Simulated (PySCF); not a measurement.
Isomers C5H7F3:

A. SMILES CCCC(F)=C(F)F
B. `C/C(=C\C(F)F)CF`
C. SMILES C[C@@H]1C[C@H]1C(F)(F)F

Spectrum 1. 1H NMR (400 MHz, computed): δ 6.54 (m, 1H), 6.15 (m, 1H), 5.16 (m, 2H), 2.08 (s, 3H). 13C{1H} NMR (computed): δ 156.6 (C), 123.0 (CH), 118.6 (CH), 87.9 (CH2), 14.5 (CH3).

Spectrum 2. 1H NMR (400 MHz, computed): δ 1.19 (m, 3H), 1.17 (m, 1H), 1.01 (m, 1H), 0.99 (m, 1H), 0.42 (m, 1H). 13C{1H} NMR (computed): δ 136.1 (C), 23.9 (CH), 19.7 (CH3), 14.0 (CH), 12.5 (CH2).

Spectrum 3. 1H NMR (400 MHz, computed): δ 2.24 (m, 2H), 1.66 (m, 2H), 1.12 (t, 3H). 13C{1H} NMR (computed): δ 166.3 (C), 139.9 (C), 34.2 (CH2), 26.4 (CH2), 16.7 (CH3).

[PySCF 2.14: PBE0/pcSseg-1 with gauge-including orbitals; coordinates at the GFN2-xTB level; non-relativistic Hamiltonian; one conformer; no solvent model; fast rotation and ring inversion assumed for equivalent nuclei]

Referencing at the same level of theory: TMS for 1H (σ = 31.72 ppm) and 13C (σ = 186.93 ppm). Splittings of carbon signals by F and P are missing where no couplings were computed. Where no couplings were computed, multiplicities follow the n + 1 count of equivalent neighbours, and m marks all less simple cases (inequivalent or close neighbours, rings, F or P nearby). Shifts are as computed. Against solution values, carbons near 30 ppm lie about +3 ppm off and those near 130 ppm about +5 ppm. Of 1211 compounds with measured shifts, 218 miss one by over three times the rms of a fit or turn the order of signals round; such compounds aren't used in these exercises.

**Question.** Match each spectrum to its structure.

**Answer.** 1–B, 2–C, 3–A.

- Spectrum 1 (B): 5 13C signals; δC 156.6 is a fully substituted alkene carbon; δC 123.0 is an alkene CH.
- Spectrum 2 (C): 5 13C signals; δC 136.1 is a CF3 carbon; δC 23.9 is a three-membered-ring carbon.
- Spectrum 3 (A): 5 13C signals; δC 139.9 is a fully substituted alkene carbon; δC 34.2 is an allylic sp3 CH2.
